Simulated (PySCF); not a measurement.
C$_{5}$H$_{11}$O$_{3}$Si, doublet, at a GFN2-xTB geometry; PBE/STO-3G in PySCF.

PySCF was given this input:
```python
from pyscf import gto, scf, dft

mol = gto.Mole()
mol.atom = '''
    C     0.47476788   -2.15767807   -1.56865072
    O     0.80322753   -1.02794851   -0.92492147
    Si    0.02154072   -0.05661677    0.12718505
    C     1.37571237    1.10657994    0.72739875
    C     2.53830538    1.32150269    0.13107463
    O    -0.64717686   -0.99982879    1.26172933
    C    -1.57739484   -0.65372354    2.25215674
    O    -1.24207203    0.76191139   -0.51812243
    C    -1.23165743    1.67283186   -1.58370268
    H     1.27888309   -2.64535900   -2.08605400
    H    -0.43987139   -2.66479993   -1.33060450
    H     1.16151296    1.66261778    1.63380699
    H     3.26901247    2.01593753    0.51732368
    H     2.80765437    0.79738726   -0.77027418
    H    -2.00793395   -1.57817947    2.63801828
    H    -2.36620977   -0.02398826    1.83973178
    H    -1.08123893   -0.11888479    3.06518723
    H    -2.25649335    2.01185881   -1.73804020
    H    -0.86368693    1.19698658   -2.49529489
    H    -0.59342822    2.52890795   -1.35353480
'''
mol.basis = 'sto-3g'
mol.spin = 1
mol.verbose = 3
mol.build()

mf = dft.UKS(mol)
mf.xc = 'pbe'
mf.grids.radi_method = dft.radi.gauss_chebyshev
mf.kernel()
mf.analyze()
```

It wrote (shortened):

```
converged SCF energy = -702.729205270502  <S^2> = 0.75170217  2S+1 = 2.0017014
**** MO energy ****
                             alpha | beta                alpha | beta
[...]
To work with the spin densities directly, `use mulliken_meta_spin()` only printing them here.

 ** Mulliken spin pop alpha/beta on meta-lowdin orthogonal AOs **
 ** Mulliken Spin Density (per atom)  **
spin density of  0 C =      0.80637
spin density of  1 O =      0.19837
spin density of  2 Si =      0.01333
spin density of  3 C =     -0.00485
spin density of  4 C =      0.01212
spin density of  5 O =      0.00660
spin density of  6 C =      0.00136
spin density of  7 O =      0.01328
spin density of  8 C =     -0.00034
spin density of  9 H =     -0.02318
spin density of  10 H =     -0.02294
spin density of  11 H =     -0.00006
spin density of  12 H =     -0.00039
spin density of  13 H =     -0.00043
spin density of  14 H =      0.00024
spin density of  15 H =     -0.00004
spin density of  16 H =      0.00006
spin density of  17 H =      0.00038
spin density of  18 H =      0.00003
spin density of  19 H =      0.00007
 ** Mulliken pop alpha/beta on meta-lowdin orthogonal AOs **
 ** Mulliken atomic charges   ( Nelec_alpha | Nelec_beta ) **
charge of  0C =     -0.12889  (     3.46763      2.66126 )
charge of  1O =     -0.19076  (     4.19456      3.99620 )
charge of  2Si =      0.84052  (     6.58641      6.57307 )
charge of  3C =     -0.22684  (     3.11100      3.11585 )
charge of  4C =     -0.11128  (     3.06170      3.04958 )
charge of  5O =     -0.26683  (     4.13672      4.13011 )
charge of  6C =     -0.06511  (     3.03324      3.03187 )
charge of  7O =     -0.26858  (     4.14093      4.12765 )
charge of  8C =     -0.06864  (     3.03415      3.03449 )
charge of  9H =      0.03581  (     0.47051      0.49369 )
charge of  10H =      0.02828  (     0.47439      0.49733 )
charge of  11H =      0.04394  (     0.47800      0.47806 )
charge of  12H =      0.05005  (     0.47478      0.47517 )
charge of  13H =      0.05179  (     0.47389      0.47432 )
charge of  14H =      0.05386  (     0.47319      0.47295 )
charge of  15H =      0.04627  (     0.47684      0.47689 )
charge of  16H =      0.04055  (     0.47976      0.47969 )
charge of  17H =      0.05257  (     0.47391      0.47352 )
charge of  18H =      0.04227  (     0.47888      0.47885 )
charge of  19H =      0.04102  (     0.47952      0.47945 )
Dipole moment(X, Y, Z, Debye): -0.64706,  1.31384,  0.58187
```
